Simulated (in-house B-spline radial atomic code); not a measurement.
Settings and results of a run for neutral indium. Method: scalar-relativistic (X2C) PBE, spherical fractional occupations, Fermi nucleus of rms radius 4.6156 fm, inside a hard spherical wall at 1.74 bohr. Calculated with a B-spline radial code for spherical atoms.

Command:
```bash
python run_scf.py task.json out
```
Settings (nuclear radius in fm, mass in u):
```
Z                49
configuration    [Kr] 4d10 5s2 5p1
hamiltonian      x2c
method           pbe,pbe
spin_polarised   False
nucleus          fermi
rms_radius       4.6156
atomic_mass      114.90388
speed_of_light   137.035999084
wall_radius      1.74
```

Output (hartree, bohr):
```
 radial grid: 58 intervals, B-splines of order 8, outer radius 1.74 bohr

 iter        energy (Eh)    residual
    1       -5854.008569    4.42e-01
    2       -5854.433688    4.29e-02
    3       -5854.480226    1.30e-02
    4       -5854.483563    4.55e-03
    5       -5854.483920    1.23e-03
    6       -5854.483957    3.75e-04
    7       -5854.483960    1.19e-05
    8       -5854.483960    1.33e-07

 total energy                     -5854.48396
 kinetic                            6271.7936
 electron-nucleus                 -14489.5051
 Hartree                            2529.9414
 exchange-correlation               -166.7139

 orbital      occ     eigenvalue          <r>       <r^2>       <1/r>       r_max
 1s         2.000     -1013.7872    0.0291452   0.0011597      54.127     0.01854
 2s         2.000      -148.3590     0.128106   0.0194141     12.2467      0.1086
 2p         6.000      -132.7897     0.111977    0.015327     11.4242     0.08667
 3s         2.000       -25.2572     0.350289    0.140556      4.2502      0.3166
 3p         6.000       -20.1566     0.349404    0.141955     3.97308        0.31
 3d        10.000       -12.1648     0.328313    0.128523      3.7194      0.2599
 4s         2.000        -1.6131     0.848839    0.800705     1.61743      0.7926
 4p         6.000        -0.0897     0.890137      0.8787     1.49249      0.8431
 4d        10.000         2.3016      0.94624    0.989578     1.33996      0.9353
 5s         2.000         6.0940      1.06503     1.29298     1.44429       1.316
 5p         1.000         7.2907      1.04403     1.26046     1.46105       1.336
```

Time taken, with all properties: 0.08 s on 1 thread of Arm Neoverse V1 (shared host).

One-electron X2C: radii and densities carry no picture-change correction, so inner-shell <1/r> comes out high (for 1s by about 2 % at Z = 33, 5 % at 54, 10 % at 75, 30 % at 118) and <r> low.
